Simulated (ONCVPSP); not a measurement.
## Varying the ONCV potential for Ca (Z = 20)

Base potential:

ONCVPSP 4.0.1 input, shortened (lines: element, Z, core and valence counts, functional; n l f; lmax; l rc ep ncon nbas qcut; lloc lpopt rc5 dvloc0; l nproj debl; icmod fcfact rcfact), PBE, scalar-relativistic:

```
  Ca 20.00    5    1        4      upf
    1    0    2.00
    2    0    2.00
    2    1    6.00
    3    0    2.00
    3    1    6.00
    4    0    2.00
    2
    0    3.00    0.00    4    7    2.00
    1    3.00    0.25    4    8    3.10
    2    2.25    0.34    4    8    4.90
    4    5    2.05    6.00
    0    3    2.40
    1    2    2.60
    2    2    3.60
    3    4.00    1.35
```

In the p channel the program set the typed energies aside and used 0.050, 2.650 Ha. In the d channel the program set the typed energies aside and used -0.072, 3.528 Ha.

All-electron outer shells of the reference configuration (PBE, scalar-relativistic, ld1.x):

| shell | level (eV) | outermost node (bohr) | outermost maximum (bohr) |
| --- | --- | --- | --- |
| 4s | -3.77 | 1.43 | 3.42 |

Cutoffs, loose and tight: the cutoffs (Ha) at which the residual kinetic energy of the hardest occupied pseudo-wave falls to 1 and 0.1 mHa per electron. They do not see the model core or the augmentation charge, which bear on the density cutoff. Test errors are all-electron minus pseudo excitation energies from the reference, over the configurations 4s1; 4s1.5; 4s1 4p1; 3d1 4s0. A dash means not determined; rows that change the core or the reference have their own tests.

For the base: The cutoffs count occupied waves only; projector 2 of the d channel, the hardest unoccupied one, needs 61 Ha at the loose tolerance.

A true bound ghost makes a file unfit for plane-wave use even where its test errors are small: the radial tests pick states by their node count and pass the ghost by.

| change | outcome | cutoff, loose | cutoff, tight | bound ghosts | GHOST(+) flags above zero | largest test error (meV) |
| --- | --- | --- | --- | --- | --- | --- |
| base | generated, projector energies reset by the program | 1.8 Ha | 4.5 Ha | none | p | +335 |
| local potential polynomial inside 2.05 bohr (lpopt 5, dvloc0 -2 Ha) | generated, projector energies reset by the program | 1.8 Ha | 4.5 Ha | none | s, p | +335 |
| local potential polynomial inside 2.05 bohr (lpopt 5, dvloc0 -1.5 Ha) | generated, projector energies reset by the program | 1.8 Ha | 4.5 Ha | none | s, p | +335 |
| local potential polynomial inside 2.05 bohr (lpopt 5, dvloc0 0 Ha) | generated, projector energies reset by the program | 1.8 Ha | 4.5 Ha | none | s, p | +335 |
| local potential polynomial inside 2.05 bohr (lpopt 5, dvloc0 1.5 Ha) | generated, projector energies reset by the program | 1.8 Ha | 4.5 Ha | none | s, p | +335 |
| local potential polynomial inside 2.05 bohr (lpopt 5, dvloc0 3 Ha) | generated, projector energies reset by the program | 1.8 Ha | 4.5 Ha | none | s | +335 |
| local potential polynomial inside 2.05 bohr (lpopt 5, dvloc0 4.5 Ha) | generated, projector energies reset by the program | 1.8 Ha | 4.5 Ha | none | s | +335 |
| local potential polynomial inside 2.05 bohr (lpopt 5, dvloc0 5.5 Ha) | generated, projector energies reset by the program | 1.8 Ha | 4.5 Ha | none | p | +335 |
| local potential polynomial inside 2.05 bohr (lpopt 5, dvloc0 7.5 Ha) | generated, projector energies reset by the program | 1.8 Ha | 4.5 Ha | none | s | +335 |
| local potential polynomial inside 2.05 bohr (lpopt 5, dvloc0 9.5 Ha) | generated, projector energies reset by the program | 1.8 Ha | 4.5 Ha | none | p | +335 |

Question: What comes out with this change to the base: local potential polynomial inside 2.05 bohr (lpopt 5, dvloc0 6.5 Ha)?

Answer: outcome: generated, projector energies reset by the program; cutoff, loose: 1.8 Ha; cutoff, tight: 4.5 Ha; bound ghosts: p; GHOST(+) flags above zero: s; largest test error (meV): +335.

Reading the sweep of the dvloc0 (base included, trends over the rows without a ghost): The loose cutoff stays near 1.8 Ha. The median size of the test errors (rows with all tests solved) stays near 5.4 meV. Bound ghosts are found at 6.5 Ha.
